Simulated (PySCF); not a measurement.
[SnF6]2- (charge -2).
Cartesian coordinates in Å at the PBE0-D3(BJ)/def2-SVP level; atoms count from 1:
```
atom  x, y, z in Å
Sn1    0.000    0.000    0.000
F2    -0.020   -0.011    2.000
F3     0.021    0.012   -2.000
F4     2.000    0.006    0.021
F5    -2.000   -0.008   -0.021
F6    -0.006    2.000    0.011
F7     0.005   -2.000   -0.011
```

Level of theory: PySCF 2.14.0, PBE0-D3(BJ)/def2-SVP geometry optimisation, gas phase, def2 core potentials past Kr.

Masses are those of the commonest isotopes; rigid-rotor values at the optimised geometry. 

Question: What are A, B and C (GHz)?

Answer: Ia = 303.95, Ib = 304.01, Ic = 304.17 u·Å²; 505379 MHz·u·Å²/I gives 1663, 1662 and 1662 MHz, that is A = 1.6627, B = 1.6624, C = 1.6615 GHz.

Question: Classify the top.

Answer: A spherical top, as the point group Oh requires three equal moments; the computed ones differ by 0.07 % because the geometry is symmetric only within the optimiser's tolerance.

The point group Oh allows no dipole (computed: 0.00 D (about the centre of mass, as the species is charged)), so a rigid rotor has no electric-dipole lines.

Question: Estimate the classical rotational partition function at 10 K, 50 K and 298.15 K.

Answer: Point group Oh, symmetry number σ = 24; q = (√π/σ)·√((kT/h)³/(ABC)), k/h = 20836.6 MHz/K: 104 at 10 K, 1160 at 50 K, 16900 at 298.15 K.

No PBE0-D3(BJ)/def2-SVP frequencies stand behind this structure, so it isn't proved a minimum. Whether so highly charged an anion holds all its electrons in the gas phase wasn't checked; a finite basis holds them in any case. No counter-ion or solvent screens the charge of this multiply charged ion. The geometry's basis has no diffuse functions, a weakness for an anion. Zero-point vibration and centrifugal distortion are left out.
